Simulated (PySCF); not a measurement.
Zn(H)(NH2) (H3NZn), SMILES [ZnH][NH2]. Heavy atoms are numbered as in [ZnH:1][NH2:3]. Hydrogens are named by the atom that carries them.

The structure is a stationary point at PBE0-D3(BJ)/def2-TZVP.

The numbers are results of PySCF with PBE0/pcSseg-2, not measurements.

GIAO shieldings, no solvent; atoms alike by connectivity are averaged. δ = σ(ref) − σ: ¹H against TMS (σ = 31.54 ppm); ¹⁵N against NH3 (σ = 263.3 ppm), references at their B3LYP-D3(BJ)/def2-TZVP geometries, non-relativistic.

```csv
nucleus,atoms,count,δ (ppm)
¹H,H on Zn1,1,3.94
¹H,H on N3,2,0.12
¹⁵N,N3 (NH2),1,6.5
```
